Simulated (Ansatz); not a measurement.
A nudged elastic band was laid between two geometries of Cl2H2Si + FH (7 atoms, charge 0, multiplicity 1).

The calculation used UKS LDA/def2-SVP in Ansatz 0.2.0.

| Property | Result |
| --- | --- |
| movable images | 9 |
| climbing image | yes |
| spring | 5.0 eV/Å² |
| optimiser | quadratic models (default) |
| start path | through a guess of the saddle point |
| force threshold | 0.05 eV/Å |
| iteration limit | 60 |
| end points | relaxed |

Image 0:

```xyz
7
Properties=species:S:1:pos:R:3
Si -0.252 -0.395 -0.505
H 1.187 -0.525 -0.869
Cl -1.262 -1.968 -1.356
Cl -0.448 -0.646 1.568
H -0.947 0.862 -0.902
H 0.691 1.082 1.398
F 1.032 1.589 0.667
```

Image 10:

```xyz
7
Properties=species:S:1:pos:R:3
Si -0.942 0.213 -0.203
H 2.407 -0.634 0.537
Cl -0.506 -1.239 -1.554
Cl -1.050 -0.569 1.668
H -2.205 0.913 -0.562
H 2.039 0.027 0.338
F 0.258 1.289 -0.224
```

(1) What changes between the two ends?

(2) Give the energies along the band, and the barrier.

(3) What is the geometry of the highest image?

(4) What are the harmonic wavenumbers there?

Answers

(1) Bonds broken: Si1–H2, H6–F7. Bonds formed: Si1–F7, H2–H6. Cl2H2Si + FH becomes Cl2FHSi + H2.

(2) The forces met the threshold. The highest image is number 5 of 0 to 10, 0.88 eV above the first end and 1.77 eV above the last; the last end lies 0.89 eV below the first. A vibrational analysis at the climbing image gives one clearly imaginary mode, 781i cm⁻¹: a first-order saddle point. The orbitals stay closed-shell, which can raise the energy where a bond breaks towards radicals; this wasn't checked here.

```
image  path coordinate (Å)  energy (eV)  Si1–H2 (Å)  H6–F7 (Å)  Si1–F7 (Å)
    0                 0.00         0.00        1.49       0.95        2.64
    1                 0.54         0.08        1.49       0.94        2.67
    2                 1.08         0.20        1.50       0.94        2.67
    3                 1.61         0.23        1.51       0.94        2.67
    4                 2.15         0.41        1.54       0.97        2.30
    5                 2.69         0.88        1.69       1.19        1.89
    6                 3.23         0.21        2.02       1.62        1.68
    7                 3.77        -0.38        2.44       1.87        1.63
    8                 4.31        -0.76        2.84       2.09        1.61
    9                 4.86        -0.88        3.26       2.29        1.61
   10                 5.40        -0.89        3.53       2.25        1.61
```

(3) 
```xyz
7
Properties=species:S:1:pos:R:3
Si -0.373 -0.051 -0.096
H 1.265 -0.406 -0.274
Cl -0.646 -1.648 -1.406
Cl -0.918 -0.748 1.743
H -1.291 0.946 -0.714
H 1.322 0.505 0.180
F 0.641 1.403 0.566
```

(4) 781i, 87, 192, 327, 391, 475, 566, 681, 823, 948, 1078, 1125, 1813, 2048, 2227 cm⁻¹.

The run took 77 s on 2 threads of Arm Neoverse V2, on a shared host, peak memory 0.13 GiB.
